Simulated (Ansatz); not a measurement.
Correlation energies of C2H8ClNOSi (`CC[Si](N)(O)Cl`) by basis set

```xyz
14

C    -1.024   -0.685    1.369
C     0.306    0.033    1.146
Si    0.747    0.227   -0.645
N    -0.346    1.067   -1.648
O     0.955   -1.297   -1.207
Cl    2.490    1.332   -0.772
H    -1.252   -0.781    2.433
H    -1.854   -0.140    0.909
H    -1.009   -1.689    0.940
H     0.287    1.031    1.596
H     1.122   -0.508    1.636
H    -1.284    0.737   -1.803
H    -0.255    2.056   -1.806
H     1.116   -1.383   -2.149
```

Total charge 0; spin multiplicity 1. The structure was optimised at the PBE0-D4/def2-TZVP level. It is one conformer, not always the lowest. Frozen core, restricted reference, Ansatz. CBS rows extrapolate triple and quadruple zeta; past MP2 they add the triple-zeta difference.

```
     basis     HF (Eh)  MP2 corr.  CCSD corr.       (T)  CCSD(T) total
def2-TZVPP           ?          ?    -1.16848  -0.04539              ?
def2-QZVPP  -958.45212          ?           –         –              –
 CBS(def2)  -958.45657          ?    -1.32042     as TZ              ?
```

Problem. Fill in the withheld values. (Best estimate.)

Solution. Ansatz gave: def2-TZVPP HF (Eh): -958.41984; def2-TZVPP MP2 corr.: -1.11520; def2-TZVPP CCSD(T) total: -959.63371; def2-QZVPP MP2 corr.: -1.20249; CBS(def2) MP2 corr.: -1.26714; CBS(def2) CCSD(T) total: -959.82238.
